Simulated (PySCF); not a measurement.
# Vibration and rotation of SeF⁺

UHF-CCSD(T) constants of SeF⁺, ³Σ⁻ (triplet), unpaired electrons π ↑↑ (PySCF, spin-free X2C with a Gaussian nucleus, basis sets Se jorge-DZP-DKH, F jorge-DZP-DKH; masses 79.9165 and 18.9984 u):

| Item | Value |
| --- | --- |
| ωe | 723.1 cm⁻¹ |
| ωexe | 4.97 cm⁻¹ |
| Be | 0.37953 cm⁻¹ |
| αe | 0.00292 cm⁻¹ |
| D (centrifugal) | 4.18e-07 cm⁻¹ |
| De to Se⁺ + F | 1.97 eV |

Question: Give the vibrational terms G(v) and spacings up to v = 3.

Answer: G(v) = ωe(v+½) − ωexe(v+½)².

| v | G(v) (cm⁻¹) | G(v) − G(v−1) | Bv (cm⁻¹) |
| --- | --- | --- | --- |
| 0 | 360 |  | 0.3781 |
| 1 | 1073 | 713 | 0.3751 |
| 2 | 1777 | 703 | 0.3722 |
| 3 | 2470 | 693 | 0.3693 |

Question: How well does the Morse estimate ωe²/(4ωexe) reproduce De, and what is D0?

Answer: It gives 3.26 eV, 166 % of the computed De. D0 = De − G(0) = 1.97 − 0.04 = 1.93 eV.

Correlated steps freeze 10 core orbitals. Correlated levels converge slowly with the basis: in double zeta they bind strong bonds too weakly, by up to about 1 eV, and carry superposition errors of some tenths. Spin–orbit coupling is left out. For an ion De counts to the pair picked by the measured ionisation energies or electron affinities, which need not be the lowest pair at this level. The state was picked by a PBE0 search and need not be the measured ground state.
